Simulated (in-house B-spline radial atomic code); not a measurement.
Stripping fluorine of all its electrons. The total binding energy is the sum of the 9 successive ionisation energies. Configuration: [He] 2s2 (2p1/2)2 (2p3/2)3. Level of theory: Dirac-Hartree-Fock, average of the jj configuration, Fermi nucleus of rms radius 2.8976 fm; calculated with an all-electron radial atomic-structure program (B-spline basis).

Dirac-Coulomb total energy: -99.5023 hartree. First-order corrections (hartree): Breit 0.01145, self-energy 0.007685, vacuum polarisation -0.0003928, recoil 0.00259.

(1) What total binding energy follows, and how does it compare with the sum of NIST's ionisation energies?

(2) What share of the binding belongs to the last two electrons?

Results:

(1) 2707.01 eV from the corrected total, against 2715.89 ± 0.018 eV from NIST's table (measured, semi-empirical and theoretical entries, uncertainties added in quadrature). The table binds 8.9 eV more, 0.99 eV per electron, the size expected of the correlation energy that Hartree-Fock leaves out.

(2) 76 % by NIST's values (2057.0 eV).
